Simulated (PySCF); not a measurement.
Compound: 4-methylanisole, C₈H₁₀O.
Cartesian coordinates in Å at the PBE0-D3(BJ)/def2-SVP level; atoms count from 1:
```
atom  x, y, z in Å
C1     3.278   -0.683   -0.315
O2     2.454    0.441   -0.420
C3     1.133    0.302   -0.170
C4     0.352    1.459   -0.281
C5    -1.013    1.406   -0.041
C6    -1.653    0.210    0.313
C7    -3.137    0.154    0.538
C8    -0.858   -0.932    0.423
C9     0.517   -0.902    0.186
H10    3.269   -1.108    0.705
H11    2.988   -1.476   -1.028
H12    4.297   -0.352   -0.551
H13    0.847    2.393   -0.554
H14   -1.603    2.323   -0.130
H15   -3.677   -0.060   -0.400
H16   -3.408   -0.633    1.257
H17   -3.522    1.110    0.922
H18   -1.321   -1.883    0.704
H19    1.096   -1.820    0.288
```

Level: CAM-B3LYP/def2-SVPD in PySCF, non-relativistic, on one gas-phase PBE0-D3(BJ)/def2-SVP geometry that isn't relaxed in the solvent. The solvent is an IEF-PCM continuum (cavity from Bondi-type radii × 1.2), and excitations are vertical TDDFT with non-equilibrium linear response and a frozen core. Only the electrostatic response of the medium enters.

Gas-phase singlets (H = HOMO, L = LUMO):

| state | E (eV) | λ (nm) | f | leading configurations |
| --- | --- | --- | --- | --- |
| S1 | 5.028 | 247 | 0.035 | H→L 82%, H-1→L+1 15% |
| S2 | 5.819 | 213 | 0.125 | H→L+1 75%, H-1→L 21% |
| S3 | 6.214 | 200 | 0.008 | H→L+2 86% |
| S4 | 6.662 | 186 | 0.007 | H→L+3 88% |
| S5 | 6.817 | 182 | 0.137 | H→L+4 59%, H-1→L 14% |

Q: What are the lowest 5 singlets in dichloromethane (ε = 8.93)?

A: 
```csv
state,E (eV),λ (nm),f,leading configurations,change by rank (eV)
S1,5.004,248,0.055,"H→L 85%, H-1→L+1 13%",-0.024
S2,5.777,215,0.181,"H→L+1 79%, H-1→L 18%",-0.042
S3,6.259,198,0.009,"H→L+2 86%, H→L+6 8%",+0.045
S4,6.671,186,0.886,"H-1→L 78%, H→L+1 18%",+0.009
S5,6.793,183,0.008,"H→L+3 73%, H→L+4 12%",-0.024
```

Q: How does the list change in dimethylsulfoxide (ε = 46.83)?

A: 
```
state  E (eV)  λ (nm)      f  leading configurations  change by rank (eV)
   S1   5.003     248  0.057    H→L 85%, H-1→L+1 12%               -0.025
   S2   5.774     215  0.187    H→L+1 80%, H-1→L 17%               -0.045
   S3   6.255     198  0.009     H→L+2 85%, H→L+6 8%               +0.041
   S4   6.658     186  0.894    H-1→L 78%, H→L+1 17%               -0.004
   S5   6.812     182  0.015    H→L+3 72%, H→L+4 12%               -0.005
```

Q: How do the frontier levels move from gas to dimethylsulfoxide?

A: 
```json
{"orbital": "LUMO+2", "gas (eV)": "1.35", "solvent (eV)": "1.49", "change (eV)": "+0.14", "Löwdin shares, gas": "C1 23 %, H10 9 %, H11 9 %, H19 8 %", "Löwdin shares, solvent": "C1 15 %, C7 9 %, C9 8 %, C8 8 %"}
{"orbital": "LUMO+1", "gas (eV)": "1.30", "solvent (eV)": "1.23", "change (eV)": "-0.07", "Löwdin shares, gas": "C6 20 %, C3 19 %, C5 12 %, C9 10 %", "Löwdin shares, solvent": "C6 20 %, C3 19 %, C5 12 %, C9 11 %"}
{"orbital": "LUMO", "gas (eV)": "0.83", "solvent (eV)": "0.76", "change (eV)": "-0.07", "Löwdin shares, gas": "C4 19 %, C8 19 %, C5 16 %, C9 15 %", "Löwdin shares, solvent": "C4 19 %, C8 19 %, C5 17 %, C9 15 %"}
{"orbital": "HOMO", "gas (eV)": "-7.39", "solvent (eV)": "-7.47", "change (eV)": "-0.08", "Löwdin shares, gas": "C6 19 %, O2 18 %, C3 15 %, C4 10 %", "Löwdin shares, solvent": "C6 19 %, O2 18 %, C3 15 %, C4 10 %"}
{"orbital": "HOMO-1", "gas (eV)": "-8.47", "solvent (eV)": "-8.57", "change (eV)": "-0.10", "Löwdin shares, gas": "C5 22 %, C9 21 %, C4 20 %, C8 18 %", "Löwdin shares, solvent": "C5 21 %, C9 21 %, C4 20 %, C8 18 %"}
{"orbital": "HOMO-2", "gas (eV)": "-10.40", "solvent (eV)": "-10.41", "change (eV)": "-0.01", "Löwdin shares, gas": "O2 29 %, C6 10 %, C8 10 %, C1 9 %", "Löwdin shares, solvent": "O2 29 %, C1 11 %, C6 10 %, C8 9 %"}
{"orbital": "HOMO-3", "gas (eV)": "-10.61", "solvent (eV)": "-10.62", "change (eV)": "-0.01", "Löwdin shares, gas": "O2 23 %, C3 11 %, C9 10 %, C8 8 %", "Löwdin shares, solvent": "O2 22 %, C3 10 %, C9 10 %, C8 8 %"}
```

The HOMO–LUMO gap goes from 8.22 to 8.23 eV. Rows go by rank; for LUMO+1 and LUMO+2 the atom shares or the degeneracy differ between the runs, so the row needn't follow one orbital.
